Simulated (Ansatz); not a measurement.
Ansatz (a quantum-chemistry and plane-wave program) input (RI-MP2/def2-TZVPP):
A basis named .json is the Basis Set Exchange file of that set.

Ansatz 0.2 input:
```yaml
crystal:
  periodic: [false, false, false]
  atoms:
    - {symbol: C, position_ang: [2.05694145, -0.34758005, -0.17979980]}
    - {symbol: Sn, position_ang: [-0.15069884, -0.22201354, -0.16026862]}
    - {symbol: O, position_ang: [-0.44845182, 1.64775358, -0.76955506]}
    - {symbol: O, position_ang: [-0.77341735, -0.02343110, 1.73596647]}
    - {symbol: H, position_ang: [2.39635422, 0.06515808, -1.12655454]}
    - {symbol: H, position_ang: [2.37328770, 0.27037692, 0.65899497]}
    - {symbol: H, position_ang: [2.37559315, -1.37895804, -0.05849340]}
    - {symbol: H, position_ang: [-1.16734786, 2.07951672, -0.29307302]}
    - {symbol: H, position_ang: [-1.00964072, -0.84451600, 2.18006480]}
basis:
  gaussian:
    orbitals: def2-TZVPP
    fitting: {mean_field: def2-universal-jkfit, correlation: def2-TZVPP-RIFIT.json}
magnetization: {spin_polarized: true, initial_magnetization: 1}
correlation: {method: mp2, electrons: outside_noble_gas}
```

End of the output:

```
integrals: 0.21 GiB planned
537 factors; integrals over basis functions are off by at most 9.5e-1 eV
562 factors; integrals over basis functions are off by at most 6.7e-1 eV
mean field: 0.80 GiB planned
mean field evaluation 1: about -10985.3837 eV, gradient 4.1e1 eV
mean field evaluation 2: about -10988.8083 eV, gradient 3.2e1 eV
mean field evaluation 4: about -10992.2141 eV, gradient 1.4e0 eV
mean field evaluation 8: about -10992.2407 eV, gradient 1.9e-6 eV
mean field -10992.24065922 eV, -403.9573934180 hartree, gradient 1.9e-6 eV, S^2 0.772979; 0 other end points of the search recorded, 0 dependent functions left out
12 core orbitals not correlated
reference -10992.24065922 eV, -403.9573934180 hartree; 13, 12 occupied and 188, 189 virtual orbitals, 562 factors
second order -20.72934777 eV of doubles, -0.00000000 eV of singles
Total energy: -11012.97000699 eV, -404.7191828977 hartree
```

It need not be the lowest isomer of its formula.
